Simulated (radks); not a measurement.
Values are calculated unless marked as measured or tabulated.
Valence configurations of neutral indium (all share [Kr]). Code: a radial shooting solver on a logarithmic mesh with Libxc functionals. Model: Dirac Kohn-Sham, PBE, spin-unpolarised, spherical densities, finite nucleus; open shells fill j = l - 1/2 first; Fermi nuclear charge, rms radius 4.6156 fm. Energies are relative to 4d10 5s2 5p1; eigenvalues in eV.

valence	E (eV)	e(4d3/2)	e(4d5/2)	e(5p1/2)	e(5p3/2)	e(5s1/2)
4d10 5s2 5p1	0.000	-18.968	-18.109	-2.641	-	-8.094
4d10 5s1 5p2	5.578	-20.452	-19.588	-3.303	-	-8.998
4d10 5p3	11.745	-22.004	-21.135	-3.990	-3.620	-
4d10 5s1.5 5p1.5	2.759	-19.731	-18.870	-2.984	-	-8.564
4d10 5s0.5 5p2.5	8.628	-21.245	-20.379	-3.657	-3.305	-9.474
4d9.5 5s2 5p1.5	8.261	-21.696	-20.811	-3.238	-	-9.102
4d9 5s2 5p2	17.572	-24.392	-23.481	-3.806	-	-10.053
4d8 5s2 5p3	39.873	-29.963	-29.000	-5.001	-4.479	-11.980
4d9 5s1 5p3	24.356	-25.898	-24.982	-4.482	-4.037	-10.945
4d8 5s1.5 5p3.5	43.650	-30.657	-29.691	-5.310	-4.771	-12.381

NIST lists [Kr] 4d10 5s2 5p1 as the ground configuration; this level of theory agrees among the configurations tried. The energies are those of spherical spin-averaged densities, not of single terms.
